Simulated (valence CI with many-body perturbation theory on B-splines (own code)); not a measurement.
C II: electric-dipole lines

Computed by relativistic CI+MBPT: three valence electrons over a frozen Dirac-Fock core [He], a basis of 11 s, 11 p, 10 d, 8 f, 5 g, 2 h functions for each j, with the one-electron correlation potential Σ1, the two-electron term Σ2, the three-electron term Σ3, Breit, model QED; selected CI, second order for the rest, scaled by the run's own slope (own B-spline code, finite nucleus).

Against 29 measured levels this calculation errs by 67 cm⁻¹ on average and by 148 at most. These come from a selection out of the NIST Handbook of Basic Atomic Spectroscopic Data. Levels without a partner in it may be off by more.

Lines 251 to 300 of 513 in falling wavelength, among levels below 186677 cm⁻¹, chosen from the strongest by gf and those to the six lowest levels. Wavelengths and rates use the calculated energies, so an error of 70 cm⁻¹ moves a line at 2855 Å by 0.2 % and its rate by three times that or more. Electric multipoles are in the length gauge, E1 and E2 with the static RPA response of the core. Weak lines are less certain than strong ones. Lines between different terms over intervals too small for the method are left out, as are lines whose strength nearly cancels. The highest levels of a list are the least certain.

Names give the largest LS component (configuration and term), which can be under half, so a name can repeat, a term be missing and a line seem to break the LS rules; names also repeat where a configuration has a term twice.

```tsv
λ vac (Å)	λ from measured levels	Upper	Lower	A (s⁻¹)	S (a.u.) with core polarisation	S without
3387		2s2 7p 2P°_1/2	2s2 4s 2S_1/2	4.27e+05	1.64e-02	1.64e-02
3387		2s2 7p 2P°_3/2	2s2 4s 2S_1/2	4.23e+05	3.24e-02	3.24e-02
3357		2s2 5p 2P°_1/2	2s2 3d 2D_3/2	1.04e+07	3.88e-01	3.88e-01
3356		2s2 5p 2P°_3/2	2s2 3d 2D_5/2	9.41e+06	7.02e-01	7.02e-01
3356		2s2 5p 2P°_3/2	2s2 3d 2D_3/2	1.04e+06	7.79e-02	7.79e-02
3215		2s 2p 3p 4D_1/2	2p3 2D°_3/2	6.90e+04	2.26e-03	2.26e-03
3213		2s 2p 3p 4D_3/2	2p3 2D°_3/2	4.43e+03	2.90e-04	2.90e-04
3213		2s 2p 3p 4D_3/2	2p3 2D°_5/2	3.75e+04	2.46e-03	2.45e-03
3180		2s 2p 3p 2P_1/2	2p3 2D°_3/2	2.18e+07	6.91e-01	6.91e-01
3178		2s 2p 3p 2P_3/2	2p3 2D°_3/2	2.17e+06	1.37e-01	1.37e-01
3178		2s 2p 3p 2P_3/2	2p3 2D°_5/2	1.97e+07	1.25e+00	1.25e+00
3097		2s 2p 3s 2P°_1/2	2s2 3d 2D_3/2	1.03e+06	3.01e-02	3.01e-02
3095		2s 2p 3s 2P°_3/2	2s2 3d 2D_5/2	8.87e+05	5.19e-02	5.20e-02
3095		2s 2p 3s 2P°_3/2	2s2 3d 2D_3/2	9.86e+04	5.77e-03	5.78e-03
2993		2s2 5f 2F°_7/2	2s2 3d 2D_5/2	8.03e+07	8.50e+00	8.50e+00
2993		2s2 5f 2F°_5/2	2s2 3d 2D_5/2	5.36e+06	4.26e-01	4.26e-01
2993		2s2 5f 2F°_5/2	2s2 3d 2D_3/2	7.49e+07	5.95e+00	5.95e+00
2988		2s2 6d 2D_3/2	2p3 2D°_3/2	4.36e+04	2.30e-03	2.28e-03
2988		2s2 6d 2D_5/2	2p3 2D°_3/2	3.04e+03	2.40e-04	2.39e-04
2987		2s2 6d 2D_3/2	2p3 2D°_5/2	3.96e+03	2.08e-04	2.07e-04
2987		2s2 6d 2D_5/2	2p3 2D°_5/2	4.30e+04	3.39e-03	3.37e-03
2932		2s 2p 3p 4S_3/2	2p3 2D°_5/2	1.15e+03	5.75e-05	5.74e-05
2855	2838	2s2 3p 2P°_1/2	2s 2p2 2S_1/2	3.04e+07	6.98e-01	6.98e-01
2854	2838	2s2 3p 2P°_3/2	2s 2p2 2S_1/2	3.04e+07	1.40e+00	1.40e+00
2788		2s 2p 3p 4P_5/2	2p3 2D°_5/2	1.88e+02	1.21e-05	1.21e-05
2748	2748	2s2 4d 2D_3/2	2s2 3p 2P°_3/2	8.74e+06	3.58e-01	3.58e-01
2748	2748	2s2 4d 2D_5/2	2s2 3p 2P°_3/2	5.24e+07	3.22e+00	3.22e+00
2747	2747	2s2 4d 2D_3/2	2s2 3p 2P°_1/2	4.37e+07	1.79e+00	1.79e+00
2674		2s2 6p 2P°_1/2	2s2 3d 2D_3/2	5.29e+06	9.98e-02	9.98e-02
2673		2s2 6p 2P°_3/2	2s2 3d 2D_5/2	4.75e+06	1.79e-01	1.79e-01
2673		2s2 6p 2P°_3/2	2s2 3d 2D_3/2	5.28e+05	1.99e-02	1.99e-02
2577		2s2 6f 2F°_5/2	2s2 3d 2D_5/2	2.50e+06	1.26e-01	1.26e-01
2577		2s2 6f 2F°_7/2	2s2 3d 2D_5/2	3.73e+07	2.52e+00	2.52e+00
2577		2s2 6f 2F°_5/2	2s2 3d 2D_3/2	3.49e+07	1.77e+00	1.76e+00
2518	2513	2p3 2D°_5/2	2s 2p2 2P_3/2	5.56e+07	2.63e+00	2.66e+00
2518	2512	2p3 2D°_3/2	2s 2p2 2P_3/2	9.17e+06	2.89e-01	2.92e-01
2516	2510	2p3 2D°_3/2	2s 2p2 2P_1/2	4.66e+07	1.47e+00	1.48e+00
2430		2s2 7p 2P°_3/2	2s2 3d 2D_5/2	2.96e+06	8.39e-02	8.40e-02
2430		2s2 7p 2P°_1/2	2s2 3d 2D_3/2	3.30e+06	4.67e-02	4.67e-02
2430		2s2 7p 2P°_3/2	2s2 3d 2D_3/2	3.30e+05	9.33e-03	9.33e-03
2404		2s2 5s 2S_1/2	2s2 3p 2P°_3/2	4.99e+07	6.84e-01	6.84e-01
2404		2s2 5s 2S_1/2	2s2 3p 2P°_1/2	2.49e+07	3.42e-01	3.42e-01
2333	2329	2s 2p2 4P_1/2	2s2 2p 2P°_3/2	6.50e+01	8.14e-07	8.20e-07
2331	2328	2s 2p2 4P_3/2	2s2 2p 2P°_3/2	7.59e+00	1.90e-07	1.93e-07
2330	2326	2s 2p2 4P_5/2	2s2 2p 2P°_3/2	4.25e+01	1.59e-06	1.61e-06
2329	2325	2s 2p2 4P_1/2	2s2 2p 2P°_1/2	5.96e+01	7.43e-07	7.51e-07
2328	2324	2s 2p2 4P_3/2	2s2 2p 2P°_1/2	1.53e+00	3.80e-08	3.83e-08
2255		2s 2p 3p 4P_5/2	2p3 4S°_3/2	3.28e+02	1.11e-05	9.12e-06
2177	2175	2s2 4p 2P°_1/2	2s2 3s 2S_1/2	2.28e+07	2.32e-01	2.32e-01
2177	2175	2s2 4p 2P°_3/2	2s2 3s 2S_1/2	2.27e+07	4.62e-01	4.62e-01
```
